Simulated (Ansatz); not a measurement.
Hf₃O₄⁺. Charge 1, multiplicity 2. Geometry r2SCAN-D4/def2-SVP.

```xyz
7

Hf    0.720   -0.490   -1.413
Hf   -0.634   -0.290    1.131
Hf   -0.185    2.033   -0.734
O    -1.225    0.251   -0.789
O     0.101   -1.971    0.096
O    -0.032    1.588    1.145
O     1.255   -1.120    0.565
```

In the def2 sets Hf takes a core potential; there is no spin–orbit coupling. The structure holds one bond between oxygen atoms, so isomers without such links may lie far lower. At HF/def2-TZVP, PBE-D4/def2-TZVP, r2SCAN-D4/def2-TZVP, PBE0-D4/def2-TZVP and others the charge 1 doublet is spin-contaminated (final ⟨S²⟩ up to 2.09, 0.75 for a pure state). Another isomer (doublet) lies 7.44 eV lower at PBE0-D4/def2-TZVP; other spin states weren't run for this one.

Problem. Estimate the α-spin orbital energies around the gap (eV) in Ansatz with HF/def2-TZVP, PBE-D4/def2-TZVP, r2SCAN-D4/def2-TZVP, PBE0-D4/def2-TZVP, r2SCAN0-D4/def2-TZVP.

Solution. 
```tsv
orbital	HF/def2-TZVP	PBE-D4/def2-TZVP	r2SCAN-D4/def2-TZVP	PBE0-D4/def2-TZVP	r2SCAN0-D4/def2-TZVP
HOMO−5	-18.01	-12.49	-12.80	-13.98	-14.23
HOMO−4	-17.56	-11.74	-12.05	-13.30	-13.53
HOMO−3	-17.17	-11.33	-11.64	-12.89	-13.13
HOMO−2	-12.62	-9.18	-9.35	-10.06	-10.22
HOMO−1	-12.28	-8.24	-8.51	-9.20	-9.48
HOMO	-11.00	-7.54	-7.72	-8.25	-8.49
LUMO	-3.79	-7.16	-6.87	-6.46	-6.29
LUMO+1	-3.52	-6.98	-6.79	-6.27	-6.10
LUMO+2	-2.96	-6.79	-6.66	-6.08	-5.98
LUMO+3	-2.67	-6.54	-6.21	-5.67	-5.48
LUMO+4	-2.48	-6.37	-6.09	-5.41	-5.29
LUMO+5	-2.04	-6.24	-5.98	-5.30	-5.13
β HOMO	-10.81	-7.77	-8.02	-8.61	-8.79
β LUMO	-3.90	-7.44	-7.12	-6.51	-6.33
```
